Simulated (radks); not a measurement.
Removal energies from the zinc ion Zn8+, [Ar] 3d(3/2: 4, 5/2: 0), by Delta-SCF beside the eigenvalue of the level emptied. Method: Dirac Kohn-Sham, BLYP, spin-unpolarised, spherical densities, finite nucleus; Fermi nuclear charge, rms radius of each element as measured or else 0.836 A^(1/3) + 0.57 fm; computed with a radial shooting solver on a logarithmic mesh with Libxc functionals. Sub-shells are occupied by j as written (lower j first in brackets).

\begin{tabular}{lrrr}
removed from & final configuration & Delta-SCF (eV) & -eigenvalue (eV) \\ \hline
3d3/2 & [Ar] 3d(3/2: 3, 5/2: 0) & 202.59 & 186.22 \\
3p3/2 & [Ne] 3s2 3p(1/2: 2, 3/2: 3) 3d(3/2: 4, 5/2: 0) & 276.94 & 260.87 \\
3p1/2 & [Ne] 3s2 3p(1/2: 1, 3/2: 4) 3d(3/2: 4, 5/2: 0) & 280.77 & 264.55 \\
3s1/2 & [Ne] 3s1 3p6 3d(3/2: 4, 5/2: 0) & 325.60 & 309.31 \\
\end{tabular}
